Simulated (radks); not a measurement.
Task: Species: Ga XIX. Configuration: [Ne] 3s2 3p1. Calculated with a radial shooting solver on a logarithmic mesh with Libxc functionals: scalar-relativistic Kohn-Sham, r2SCAN, spin-polarised, spherical densities, finite nucleus; open shells are filled with parallel spins first; meta-GGA in the generalised Kohn-Sham scheme; Fermi nuclear charge, rms radius 3.9973 fm. Some entries of the table are withheld. Estimate them.

orbital  occ.  eigenvalue (Ry)  <r> (bohr)  <r^2> (bohr^2)
1s up       1        -806.2950     0.04860        0.003178
1s down     1        -806.1770     0.04859        0.003178
2s up       1        -143.8752      0.2147         0.05425
2s down     1        -143.8124      0.2146         0.05417
2p up       3        -132.0275      0.1878         0.04302
2p down     3        -131.9063      0.1877         0.04298
3s up       1        -52.19791      0.5462          0.3385
3s down     1        -51.67852      0.5477          0.3404
3p up       1              (1)         (2)             (3)
3p down     0              (4)         (5)             (6)

Result: 
(1) 3p up eigenvalue (Ry): -48.38092
(2) 3p up <r> (bohr): 0.5363
(3) 3p up <r^2> (bohr^2): 0.3306
(4) 3p down eigenvalue (Ry): -47.88030
(5) 3p down <r> (bohr): 0.5376
(6) 3p down <r^2> (bohr^2): 0.3323
